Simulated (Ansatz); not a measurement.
Ansatz results at the PBE0-D4/def2-TZVP geometry: LUMO energy (PBE/def2-TZVPP) -1.96 eV; HOMO–LUMO gap (PBE/def2-TZVPP) 3.59 eV; HOMO energy (PBE/def2-TZVPP) -5.55 eV.

Each molecule was computed in one conformer, which needn't be the lowest.

(1) Which molecule gave them?
A. `C=C=CCC`
B. `CCB(O)BCl`
C. `N[SiH2]C(O)F`
D. `N[SiH2][SbH][OH]`

## Answers

(1) D. The others give `CCB(O)BCl`: -3.44, 2.86, -6.29; `C=C=CCC`: -0.62, 5.44, -6.06; `N[SiH2]C(O)F`: -0.81, 5.53, -6.34.
